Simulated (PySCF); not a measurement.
Assignment exercise: C8H8O

Bonds (- single, = double, # triple, : aromatic): C1#C2, C2-C3, C3=C4, C4-C5, C5-C6, C6-C7, C7-C8, C8=O9, C8-C3. C1 carries H10; C4 carries H11; C5 carries H12, H13; C6 carries H14, H15; C7 carries H16, H17.

Rapidly exchanging positions averaged, one computed conformer, no relativistic terms, no solvent. Shielding tensors at PBE0/pcSseg-1 (GIAO); GFN2-xTB structure; PySCF.

Scale: TMS for 13C, 1H (reference shieldings calculated alike).

(1) Assign these signals to the numbered atoms. 13C{1H} NMR (computed): δ 198.3 (C), 164.2 (CH), 129.2 (C), 91.3 (CH), 83.6 (C), 42.6 (CH2), 31.2 (CH2), 27.4 (CH2).

(2) Assign these signals to the numbered atoms. 1H NMR (300 MHz, computed): δ 7.61 (t, 1H), 2.70 (s, 1H), 2.45 (m, 2H), 2.40 (m, 2H), 1.94 (m, 2H).

Results:

(1) 
| δ (ppm) | atoms | environment | reason |
| --- | --- | --- | --- |
| 198.3 | C8 | ketone carbonyl carbon | the double bond to the heteroatom, with no lone-pair donor beside it, deshields it most |
| 164.2 | C4 | β carbon of a C=C–C=O unit | conjugation with the carbonyl draws π density from the β position |
| 129.2 | C3 | α carbon of a C=C–C=O unit | the olefinic region |
| 91.3 | C1 | terminal alkyne carbon | the triple bond shields along its axis, which puts it between sp3 and sp2 carbons |
| 83.6 | C2 | alkyne carbon | sp carbons lie upfield of alkene carbons because the cylindrical π system leaves one tensor component strongly shielded |
| 42.6 | C7 | sp3 CH2 α to a carbonyl | the adjacent C=O deshields it moderately |
| 31.2 | C5 | allylic sp3 CH2 | a saturated carbon with 2 carbon neighbours and no heteroatom attached |
| 27.4 | C6 | sp3 CH2 in a ring | a saturated carbon with 2 carbon neighbours and no heteroatom attached |

(2) 
| δ (ppm) | atoms | environment | reason |
| --- | --- | --- | --- |
| 7.61 | H11 | hydrogen on a β carbon of a C=C–C=O unit | a vinylic proton, deshielded by the sp2 carbon and the C=C anisotropy |
| 2.70 | H10 | hydrogen on a terminal alkyne carbon | it lies on the axis of the triple bond, in its shielding cone |
| 2.45 | H12/H13 | hydrogen on an allylic sp3 CH2 | allylic position |
| 2.40 | H16/H17 | hydrogen on an sp3 CH2 α to a carbonyl | α to C=O |
| 1.94 | H14/H15 | hydrogen on an sp3 CH2 in a ring | – |

H12/H13 and H16/H17 lie closer than the usual error of such a calculation, so a measured spectrum could show them in the other order.

Shifts are as computed. Against solution values, carbons near 30 ppm lie about +3 ppm off and those near 130 ppm about +5 ppm. Of 1211 compounds with measured shifts, 218 miss one by over three times the rms of a fit or turn the order of signals round; such compounds aren't used in these exercises. No couplings were computed; multiplicities are counted from neighbouring protons, with m where these are inequivalent, close in shift, in a saturated or five-membered ring or joined by F or P, and br s for small geminal =CH2 splittings.
